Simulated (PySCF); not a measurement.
AsC⁺: frontier orbitals

ωB97X at R = 1.749 Å; As pcseg-1, C pcseg-1; no relativity (PySCF 2.14). State: ³Π (triplet), unpaired electrons σ ↑, π ↑. Only the outer orbitals are listed, counted within each symmetry.

```csv
spin,orbital,occ.,ε (eV),on As (%),main shells (%)
α,8σ,1,-31.62,47,"46 C s, 38 As s"
α,9σ,1,-24.17,52,"47 As s, 39 C s, 9 C p"
α,10σ,1,-19.39,46,"48 C p, 35 As p, 10 As s"
α,4π,1,-18.95,42,"57 C p, 39 As p"
α,4π,1,-18.35,37,"63 C p, 34 As p"
α,5π,0,-8.20,65,"63 As p, 35 C p"
α,5π,0,-7.62,70,"68 As p, 30 C p"
α,11σ,0,-2.56,98,"72 As p, 15 As d, 11 C p"
β,8σ,1,-29.87,59,"53 As s, 33 C s"
β,9σ,1,-21.91,67,"42 As s, 34 C s, 22 As p"
β,4π,1,-17.37,71,"70 As p, 28 C p"
β,4π,0,-10.63,73,"72 As p, 27 C p"
β,10σ,0,-9.60,27,"47 C p, 26 C s, 24 As p"
β,5π,0,-6.52,37,"63 C p, 31 As p"
```

Q: Which are the highest filled and the lowest empty level, where do they sit, and how wide is the gap?

A: Highest filled β 4π at -17.37 eV (in %: 70 As p, 28 C p); lowest empty β 4π at -10.63 eV (in %: 72 As p, 27 C p); the gap at ωB97X is 6.74 eV. Both belong to one degenerate shell, split only by its one-sided filling, so this is no excitation gap.

| Item | Value |
| --- | --- |
| bond order (Mayer) | 2.24 |
| ⟨S²⟩ | 2.127 |
| charge on As (Mulliken, basis-dependent) | 0.79 |
| charge on As (Löwdin, basis-dependent) | 0.80 |
| dipole moment (positive dipole points towards C; it is taken about the centre of mass and depends on that origin) | 0.35 D |

Spin–orbit coupling is left out. The state was picked by a PBE0 search and need not be the measured ground state.
